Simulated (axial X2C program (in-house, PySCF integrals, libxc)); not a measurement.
# Testing model relations on Sr₂

A bond curve at the CCSD(T) level, with spin–orbit coupling, was computed with an in-house relativistic program for diatomic molecules (basis Sr dyall-cv3z [13s12p8d5f1g] (cores contracted in-house)) for the state Ω = 0 (closed shell). Its fit gives Re = 4.8365 Å, ωe = 37.8 cm⁻¹, ωexe = 0.416 cm⁻¹ and αe = 1.642e-04 cm⁻¹; the masses are 87.9056 and 87.9056 u. Two-component means X2C with spin–orbit coupling and atomic mean-field Coulomb and Gaunt terms.

Correlated methods: 4 electrons correlated (number of frozen shells: Sr 4 s, 3 p, 1 d), 328 virtual spin orbitals or spinors in MP2, 90 natural virtuals in coupled cluster.

Q: Find the reduced mass, Be and the force constant.

A: From the CCSD(T) values: μ = 43.9528 u. Be = 16.8576/(μ Re²) = 0.0164 cm⁻¹. k = 5.8918×10⁻⁷ μ ωe² = 0.037 mdyn/Å.

Q: Estimate the centrifugal constant by the Kratzer relation.

A: D = 4Be³/ωe² = 1.23e-08 cm⁻¹.

Q: Where do the fundamental and the first overtone lie?

A: ν(1←0) = ωe − 2ωexe = 37.0 cm⁻¹; ν(2←0) = 2ωe − 6ωexe = 73.1 cm⁻¹.

Q: Give B0 and the most populated J at 300 K (kT = 208.5 cm⁻¹).

A: B0 = Be − αe/2 = 0.01631 cm⁻¹; J(max) ≈ √(kT/2B0) − 1/2 = 79.4, so J = 79, nuclear-spin weights apart.

Q: A Morse curve ties αe to the other constants (Pekeris). How well does that hold?

A: αe(Morse) = 6Be²/ωe × (√(ωexe/Be) − 1) = 1.723e-04 cm⁻¹; the CCSD(T) curve gives 1.642e-04 cm⁻¹, a ratio of 1.05.

Occupations by symmetry block were frozen at the best pattern of an incomplete PBE0 search. Coupled cluster ran in a truncated set of natural virtual spinors; the MP2 energy of the rest was added. (T) has no such correction and the atoms are truncated less, which lowers De at CCSD(T) by a hundredth of an eV or more. The outer-core s and p shells of the metal are frozen in the correlated rows, which leaves out core–valence correlation; for alkali and alkaline-earth bonds that tends to lengthen them. With the outer-core shells frozen, correlated bond lengths of heavy atoms tend to come out a few hundredths of an ångström too long. The levels of this run spread widely (ωe from 33 to 47 cm⁻¹), so these constants depend on the method. The bond is weak, and without diffuse functions and with truncated virtuals even CCSD(T) can be tens of per cent off in De.
